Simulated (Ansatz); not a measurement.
Reaction (formal exchange of groups at a C–O bond): `CC(C)(C)[O][Hf]([F])([F])[F]` + isobutene → `CC(C)=CC(C)(C)C` + `[OH][Hf]([F])([F])[F]`

Program: Ansatz. Geometries: PBE0-D4/def2-TZVP. ΔE: electronic, gas phase. CBS: MP2 limit from def2 TZ/QZ plus the TZ coupled-cluster correction, frozen cores. This one scheme is used for every species. DFT in def2-TZVPP. HSE06 is defined as in plane-wave codes. Elements past krypton have def2 core potentials. For Hf outer-core shells are correlated without core-valence functions, which leaves a few kJ/mol of doubt a bond. One conformer a species, not always the lowest.

**Question.** Is it downhill or uphill in electronic energy at CCSD(T)/CBS, and by how much? (An estimate is asked.)

**Answer.** Computed: Nearly level: ΔE = -0.2 kcal/mol.

**Question.** What do these levels give: LDA (SPW92), revPBE-D4, HSE06-D4, BHLYP-D4, PBE, r2SCAN, r2SCANh, RPA@PBE/def2-TZVPP, HF/def2-SVP, MP2/def2-TZVPP, SCS-MP2/def2-TZVPP, HF/def2-QZVPP? (Estimate.)

**Answer.** The calculation gave: LDA (SPW92) -0.9, revPBE-D4 -1.1, HSE06-D4 0.1, BHLYP-D4 2.2, PBE 1.9, r2SCAN 2.0, r2SCANh 1.7, RPA@PBE/def2-TZVPP 1.7, HF/def2-SVP 7.2, MP2/def2-TZVPP -1.4, SCS-MP2/def2-TZVPP 0.4, HF/def2-QZVPP 6.1 kcal/mol.

Largest T1 diagnostic among the species: 0.016.

The D4 term adds −2.5 kcal/mol with B3LYP and −1.5 kcal/mol with PBE0; it sums over pairs of atoms, weighted by their polarisabilities, and B3LYP, whose exchange is more repulsive, gets the larger term. At CCSD(T), def2-SVP lies +3.1 kcal/mol from the extrapolated value and def2-TZVPP +0.9 kcal/mol. In def2-TZVPP, CCSD(T) changes the Hartree–Fock value by −5.4 kcal/mol (the triples alone add −0.5 kcal/mol) and MP2 by −7.5 kcal/mol.

B3LYP here is the variant with VWN-RPA as its local correlation; programs differ in this.
